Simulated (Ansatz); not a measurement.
# A geometry optimisation of FHOSi2 with B3LYP/6-31G*

The starting geometry of this gas-phase singlet was optimised with GFN2-xTB.

```
atom    x (Å)    y (Å)    z (Å)
   F   1.4666  -0.4824  -0.2199
   O  -0.7320   0.7725  -0.8376
  Si  -0.1160  -0.7531   0.1786
  Si  -0.1941   2.0430  -0.1671
   H  -0.0108   0.0400   1.4492
```

**Question.** Predict what becomes of its bonds when it is optimised with B3LYP/6-31G*.

**Answer.** A new bond forms, giving a structure given below by its coordinates. Distances that change by over a tenth: Si3–H5 (1.50 → 2.03 Å). Contacts that close: Si4–H5 (2.58 → 1.63 Å).

The energy falls by 0.80 eV over 13 steps:

| step | E − E(last) (eV) |
| --- | --- |
| 1 | 0.796 |
| 2 | 0.471 |
| 4 | 0.101 |
| 5 | 0.030 |
| 6 | 0.006 |
| 8 | 0.000 |
| 9 | 0.000 |
| 10 | 0.000 |
| 12 | 0.000 |
| 13 | 0.000 |

Final geometry (Å):

```
atom    x (Å)    y (Å)    z (Å)
   F   1.5131  -0.7606  -0.3349
   O  -0.5689   0.6615  -0.8842
  Si  -0.0890  -0.7961  -0.0226
  Si  -0.3905   1.8325   0.2714
   H  -0.0511   0.6828   1.3735
```

Frequencies at the end are all real (lowest 116 cm⁻¹). Run with Ansatz 0.2.0, 24 s on 1 thread of Intel(R) Xeon(R) Processor @ 2.70GHz, with other jobs on the host.
